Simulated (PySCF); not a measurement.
Electric field gradients and quadrupole coupling constants

Compound: C5H8OSi.
Numbering: `[CH2:1]=[CH:2][O:3][SiH2:4][C:5]#[C:6][CH3:7]` (hydrogens: H8, H9 on C1; H10 on C2; H11, H12 on Si4; H13, H14, H15 on C7)

Structure used (PBE0-D3(BJ)/def2-SVP), in Å, numbered top down from 1:
```xyz
15
C5H8OSi angstrom
C     -2.1018    0.6937    0.8131
C     -2.5359    0.3786   -0.4100
O     -1.9756   -0.4952   -1.2704
Si    -0.6788   -1.5230   -0.9693
C      0.8560   -0.5923   -0.6567
C      1.8808    0.0288   -0.4303
C      3.0970    0.7722   -0.1652
H     -1.1942    0.2663    1.2481
H     -2.6594    1.4195    1.4061
H     -3.4376    0.8362   -0.8324
H     -0.5538   -2.3343   -2.2054
H     -0.9902   -2.3733    0.2152
H      3.9162    0.0951    0.1227
H      3.4173    1.3344   -1.0561
H      2.9465    1.4913    0.6550
```

Field gradients from the PBE0/pcSseg-1 density (PySCF, non-relativistic), principal values in atomic units, ordered |Vxx| ≤ |Vyy| ≤ |Vzz|:

```tsv
atom	Vxx	Vyy	Vzz
O3	-0.6685	-0.9094	1.5779
```

Find the asymmetry η = (Vxx − Vyy)/Vzz and the couplings χ = eQV/h (234.96 MHz × Q in barn × V in au), with Q(17O) = −0.0256 b.

```tsv
atom	environment	nucleus	η	χzz (MHz)	χxx (MHz)	χyy (MHz)
O3	silyl ether oxygen	17O	0.15	-9.49	4.02	5.47
```

What is Vzz at O3 in SI units (1 au = 9.71736 × 10²¹ V/m²)?

1.5779 au = 15.334 × 10²¹ V/m².

What couplings would deuterons (Q(2H) = 0.00286 b) have in place of the hydrogens, at this geometry?

| atom | bonded to | bond length (Å) | Vzz (au) | η | χzz (kHz) |
| --- | --- | --- | --- | --- | --- |
| H8 | C1 | 1.094 | 0.3071 | 0.11 | 206 |
| H9 | C1 | 1.091 | 0.3150 | 0.09 | 212 |
| H10 | C2 | 1.096 | 0.2936 | 0.09 | 197 |
| H11 | Si4 | 1.484 | 0.1428 | 0.02 | 96 |
| H12 | Si4 | 1.491 | 0.1386 | 0.02 | 93 |
| H13 | C7 | 1.101 | 0.2879 | 0.03 | 193 |
| H14 | C7 | 1.101 | 0.2877 | 0.03 | 193 |
| H15 | C7 | 1.101 | 0.2877 | 0.03 | 193 |

One conformer (not necessarily the lowest) at the PBE0-D3(BJ)/def2-SVP geometry, without solvent, vibrations or thermal averaging. The basis is small and wasn't made for field gradients, so the couplings can be 20 % off.
